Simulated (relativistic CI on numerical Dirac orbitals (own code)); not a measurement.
## Magnetism of Tm³⁺, 4f12, in a crystal field

Calculated by Dirac-Coulomb-Breit CI, orbitals from a KLI potential per configuration, a model potential for QED, one configuration in a parametric crystal field, unscaled Slater integrals (own radial code). With so little scaling, terms lie 10 to 35 % too far apart, which can change the order of excited levels.

Field parameters in Wybourne normalisation; cubic f-shell fields have B⁴₄ = √(5/14) B⁴₀ and B⁶₄ = −√(7/2) B⁶₀. The field is a parameter set, without covalency.

S is read from ⟨S²⟩ = S(S + 1).

Powder χT (cm³ K mol⁻¹) by Van Vleck's formula, with temperature-independent terms:

| Field | 2 K | 5 K | 10 K | 20 K | 50 K | 100 K | 200 K | 300 K |
| --- | --- | --- | --- | --- | --- | --- | --- | --- |
| D3d, B20 = 1440, B40 = 1020, B43 = 990, B60 = -370, B63 = 160, B66 = 260 cm⁻¹ | 0.646 | 1.61 | 3.1 | 4.76 | 5.99 | 6.53 | 6.86 | 6.98 |
| D3h, B20 = -110, B40 = -870, B60 = -870, B66 = 70 cm⁻¹ | 0.317 | 0.793 | 1.59 | 3.15 | 5.73 | 6.57 | 6.95 | 7.05 |
| Oh, B40 = -2840, B60 = 670 cm⁻¹ | 0.142 | 0.354 | 0.708 | 1.42 | 3.41 | 5.25 | 6.21 | 6.53 |
| Oh, B40 = 2180, B60 = 520 cm⁻¹ | 0.173 | 0.431 | 0.863 | 1.72 | 4 | 5.73 | 6.54 | 6.78 |
| Oh, B40 = 1880, B60 = 390 cm⁻¹ | 0.212 | 0.529 | 1.06 | 2.11 | 4.58 | 6.04 | 6.66 | 6.86 |
| Oh, B40 = -370, B60 = -190 cm⁻¹ | 3.24 | 4.58 | 5.31 | 5.73 | 6.33 | 6.81 | 7.05 | 7.1 |

(1) For Oh, B40 = -2840, B60 = 670 cm⁻¹: what effective moment follows at 300 K?

## Answers

(1) μ_eff = √(8χT) = 7.22 μB. The LS value g√(J(J + 1)) of the free ion's 3H_6 level is 7.56 μB.
